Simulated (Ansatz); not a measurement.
Reaction (ligand exchange at the Si–F bond): `F[Si](Cl)(Cl)I` + HI → `Cl[Si](Cl)(I)I` + H–F

Gas-phase electronic energies from Ansatz, PBE0-D4/def2-TZVP geometries. CCSD(T)/CBS is the MP2 limit (def2-TZVPP, def2-QZVPP) plus CCSD(T) − MP2 in def2-TZVPP, frozen cores. This one scheme is used for every species. Functionals use def2-TZVPP. def2 core potentials past Kr. For I outer-core shells are correlated without core-valence functions, which leaves a few kJ/mol of doubt a bond.

```tsv
level	ΔE (kJ/mol)
PBE-QIDH	55.9
r2SCAN	68.7
```

Question: What does CCSD(T)/CBS give? (Estimate.)

Answer: Ansatz gave: +53.7 kJ/mol. The listed levels differ from it by 2.2, 15.0 kJ/mol.

Question: What do rigid-rotor, harmonic-oscillator terms from PBE0-D4/def2-TZVP frequencies (298.15 K, 1 bar) make of the CCSD(T)/CBS value? (An estimate is asked.)

Answer: The calculation gave: ΔZPE = +5.4 kJ/mol, ΔH = +61.2 kJ/mol, ΔS = -6 J/(mol·K), ΔG = +63.1 kJ/mol.

Largest T1 diagnostic among the species: 0.009.

At CCSD(T), def2-SVP lies +16.2 kJ/mol from the extrapolated value and def2-TZVPP +13.4 kJ/mol. The D4 term adds −14.1 kJ/mol with B3LYP and −7.6 kJ/mol with PBE0; it sums over pairs of atoms, weighted by their polarisabilities, and B3LYP, whose exchange is more repulsive, gets the larger term.

B3LYP here is the variant with VWN-RPA as its local correlation; programs differ in this.
